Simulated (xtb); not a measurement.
Al(Me)(H) (CH4Al), SMILES [AlH+][CH3], charge +1. All values are semi-empirical tight-binding results from xtb (GFN2-xTB unless named), good for trends rather than for accurate numbers. The structure is a stationary point at GFN2-xTB. The spin state was assumed, not searched. The isomer is the one that the SMILES or the coordinates give; other isomers of the formula were not compared.

For metal compounds this method's bond lengths and energies can be far off.

Computed properties:
| Property | Result |
|---|---|
| point group as xtb finds it | C3v |
| orbital gap | 3.30 eV |
| zero-point energy | 24.6 kcal/mol |
| G − E(el) at 298.15 K (modified RRHO) | 10.3 kcal/mol |
